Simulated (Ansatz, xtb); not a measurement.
**Two isomers of H2S2Sn**

Structure a is `S[S][SnH]`, a singlet and structure b is `[SH][Sn][SH]`, a singlet. Both are isolated molecules in the gas phase, relaxed with PBE0-D4/def2-SVP; the shapes shown needn't be the lowest conformers.

a (Å):

```xyz
5

S    -0.5496   -0.3079    0.7307
S    -1.4815   -0.2167    2.6147
Sn   -3.5170   -1.5105    2.2249
H    -0.8509    0.9530    0.3416
H    -3.8777   -1.2748    3.9603
```

b (Å):

```xyz
5

S    -1.7270   -0.1036   -0.7298
S     1.7029    0.3481    0.7321
Sn   -0.2690    1.6894    0.1196
H    -0.8879   -1.1433   -0.5324
H     1.2309   -0.8641    0.3693
```

Problem. Estimate E(b) − E(a) at the level CCSD(T)/def2-TZVP.

Solution. Calculated at CCSD(T)/def2-TZVP: E(b) − E(a) = −150.8 kJ/mol, so structure b lies lower.

Level by level:

| level | geometry | E(b) − E(a) (kJ/mol) | departure from the last row (kJ/mol) | job, with rough time for the two |
| --- | --- | --- | --- | --- |
| GFN2-xTB | GFN2-xTB | −110.9 | +39.9 | optimisation, 0.18 s |
| HF/STO-3G | GFN2-xTB | −125.6 | +25.3 | single point, 0.62 s |
| r2SCAN-D4/def2-SVP | GFN2-xTB | −161.5 | −10.7 | single point, 1.6 s |
| PBE0-D4/def2-SVP | PBE0-D4/def2-SVP | −157.3 | −6.5 | optimisation, 15 s |
| HF/def2-TZVP | PBE0-D4/def2-SVP | −151.6 | −0.8 | part of the CCSD(T) run |
| MP2/def2-TZVP | PBE0-D4/def2-SVP | −157.3 | −6.5 | part of the CCSD(T) run |
| CCSD(T)/def2-TZVP | PBE0-D4/def2-SVP | −150.8 |  | single point, 24 s |

As drawn, b has 1 S–Sn, 1 S–H in place of 1 S–S, 1 Sn–H.

None of the levels shown reverses the order. The largest departure from CCSD(T)/def2-TZVP is that of GFN2-xTB, 39.9 kJ/mol.

With harmonic frequencies from PBE0-D4/def2-SVP (ideal gas, rigid rotor, one conformer each, 298.15 K, 1 atm): the zero-point term adds +3.8 kJ/mol; ΔH is −146.4 and ΔG −145.5 kJ/mol.

The correlated steps freeze 14 core orbitals; the filled d shell of Sn is correlated, in a basis made for valence electrons. Atoms past krypton carry core potentials in the def2 sets, other sets are all-electron and non-relativistic, and no spin–orbit term is included. Mirror images aren't counted in ΔG. Programs: Ansatz 0.2.0, xtb 6.7.1; the last row on 2 threads of Intel(R) Xeon(R) Platinum 8488C (Sapphire Rapids) on a shared host.
